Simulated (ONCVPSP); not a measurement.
## Scattering properties, ONCV potential for ruthenium

* Element: Ru
* Generator: ONCVPSP 4.0.1
* Type: optimised norm-conserving Vanderbilt (ONCV)
* Functional: LDA (Perdew-Zunger)
* Relativity: fully relativistic
* Frozen core: [Ar] 3d10 4s2
* Valence charge: 14
* Reference configuration: 4p6 4d7 5s1
* Partial waves: 5s: rc 2.80 bohr, ncon 4, nbas 8, qcut 1.9 1/bohr, 2 projectors, debl 3.1 Ha; 4p: rc 1.20 bohr, ncon 3, nbas 6, qcut 6.1 1/bohr, 2 projectors, debl 3.1 Ha; 4d: rc 1.95 bohr, ncon 4, nbas 9, qcut 9.5 1/bohr, 2 projectors, debl 0.5 Ha; f scattering state at 0.28 Ha: rc 2.60 bohr, ncon 4, nbas 7, qcut 4.2 1/bohr, 2 projectors, debl 2.1 Ha
* Local potential: polynomial inside 0.95 bohr (lpopt 3, dvloc0 1 Ha)
* Core correction: Teter function, fcfact 5.25, rcfact 1

Open shells are filled in proportion to 2j + 1.

The phase is arctan(r·R′/R) of the radial function R(r), unwrapped; energies in Ha, scanned from -3 to 5 Ha. A pole is an energy at which the radial function vanishes at the test radius. The pseudo phase is shifted by a multiple of π to meet the all-electron one at the reference energy, and phase errors are pseudo minus all-electron; the curves can meet again beyond the range given. Levels narrower than the energy grid can be missing from the lists of poles. n/a: not evaluated, since a narrow level or a reset projector energy made the automatic matching unsafe.

```csv
channel,radius (bohr),reference energy (Ha),"poles, all-electron","poles, pseudo",unbroken range about the reference energy with phases within 0.05 rad,phase error 1 Ha above the reference energy (rad)
s,2.85,-0.17,"0.74, 4.49","0.72, 3.79",n/a,n/a
p3/2,1.22,-1.67,1.85,1.85,the whole range,+0.000
p1/2,1.22,-1.80,1.48,1.48,the whole range,+0.000
d5/2,1.98,-0.19,0.45,0.45,the whole range,+0.000
d3/2,1.98,-0.21,0.42,0.42,the whole range,+0.000
f7/2,2.63,0.28,"1.63, 4.15","1.42, 1.87",below 1.1,-0.067
f5/2,2.63,0.28,"1.63, 4.14","1.44, 1.89",below 1.1,-0.062
```

Note: ghosts flagged at negative energy: s at -86.6 eV; GHOST(+) flagged for f7/2 at 50.6 eV, f5/2 at 51.0 eV, s at 103.8 eV. A true bound ghost makes a file unfit for plane-wave use.

Phases in the d5/2 channel:

```
E (Ha)  all-electron  pseudo
 -2.98         1.297   1.297
 -2.54         1.262   1.262
 -2.10         1.212   1.212
 -1.66         1.128   1.128
 -1.22         0.957   0.957
 -0.78         0.432   0.432
 -0.34        -0.866  -0.866
  0.10        -1.405  -1.405
  0.54        -1.603  -1.603
  0.98        -1.736  -1.736
  1.42        -1.881  -1.881
  1.86        -2.127  -2.127
  2.30        -2.747  -2.747
  2.74        -3.773  -3.773
  3.18        -4.244  -4.244
  3.62        -4.431  -4.431
  4.06        -4.528  -4.529
  4.50        -4.590  -4.590
  4.94        -4.635  -4.635
```
